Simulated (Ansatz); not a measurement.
A structure relaxed at PBE0-D4/def2-TZVP, charge 0, multiplicity 1:

Cartesian coordinates in Å:
```
O -0.746 0.902 -1.535
Si -1.114 0.311 -0.050
O -2.583 -0.432 -0.142
C 0.265 -0.836 0.384
Ge 2.049 -0.043 0.184
H -1.423 1.399 -1.994
H -1.227 1.400 0.963
H -3.179 -0.313 0.597
H 0.215 -1.728 -0.248
H 0.151 -1.163 1.422
H 2.425 0.057 -1.301
H 3.089 -0.917 0.910
H 2.076 1.363 0.809
```

(1) Give its formula and SMILES.

(2) Point group (tolerance 0.08 Å, 0.16 Å for H)?

(3) Summarise the bond lengths by kind.

## Answers

(1) CH8GeO2Si, `O[SiH](O)[CH2][GeH3]`.

(2) C1.

(3) 2 × O–Si 1.640 to 1.648 Å; 2 × H–O 0.957 to 0.958 Å; 1 × C–Si 1.846 Å; 1 × H–Si 1.492 Å; 1 × C–Ge 1.962 Å; 2 × C–H 1.094 Å; 3 × Ge–H 1.535 to 1.540 Å.

Program: Ansatz 0.2.0.
